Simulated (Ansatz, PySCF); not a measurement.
Gas-phase reaction (SMILES): CCC(F)(F)[SiH3] + 5 [H][H] (H2) → 3 C (CH4) + 2 F (HF) + [SiH4] (SiH4); energy of full hydrogenation.

Geometries: B3LYP-D3(BJ)/def2-TZVP minima from Ansatz (a first-principles code), one conformer each, not searched for the lowest. Valence correlation only, unless marked. Spin-orbit coupling is left out. No relativistic terms. Basis-set limits of correlation are two-point, X^-3; Hartree-Fock from the larger set. Thermal terms are rigid-rotor harmonic-oscillator values from B3LYP-D3(BJ) frequencies (PySCF) at 298.15 K and 1 atm. 1 Eh = 627.5095 kcal/mol.

```
species          E, CCSD(T)/CBS(cc-pV(T+d)Z,cc-pV(Q+d)Z) (Ansatz) (Eh)  E, PBE/def2-TZVPD (Ansatz) (Eh)  H - E (Eh)  G - E (Eh)
---------------  -----------------------------------------------------  -------------------------------  ----------  ----------
CCC(F)(F)[SiH3]                                             -607.60780                       -607.93963     0.11165     0.07024
[H][H] (H2)                                                   -1.17450                         -1.16589     0.01336    -0.00144
C (CH4)                                                      -40.45816                        -40.46301     0.04840     0.02728
F (HF)                                                      -100.39146                       -100.39521     0.01259    -0.00713
[SiH4] (SiH4)                                               -291.45815                       -291.72111     0.03520     0.01198
```

**Question.** Work out ΔE and ΔH, ΔG, ΔS and the equilibrium constant at 298.15 K at the first level, then ΔH at the second.

**Answer.** 
1. ΔE = [3×(-40.45816) + 2×(-100.39146) + (-291.45815)] - [(-607.60780) + 5×(-1.17450)] = -0.13525 Eh = -84.9 kcal/mol at CCSD(T)/CBS(cc-pV(T+d)Z,cc-pV(Q+d)Z).
2. The terms H - E add up to 0.02713 Eh, so ΔH = (-0.13525 + (0.02713))×627.5095 = -67.8 kcal/mol.
3. The terms G - E add up to 0.01652 Eh, so ΔG = -74.5 kcal/mol, and ΔS = (0.02713 - (0.01652))×627509.5/298.15 = 22.3 cal/(mol K).
4. log10 K = -ΔG/(RT ln 10) = 54.6, with RT ln 10 = 1.3642 kcal/mol.
5. At PBE/def2-TZVPD the same steps give ΔE = -82.5 and ΔH = -65.5 kcal/mol, a shift of +2.3 from the first level.
6. These values are not checked against measurement here, since the tables used lack a sound gas-phase enthalpy of formation for at least one species.
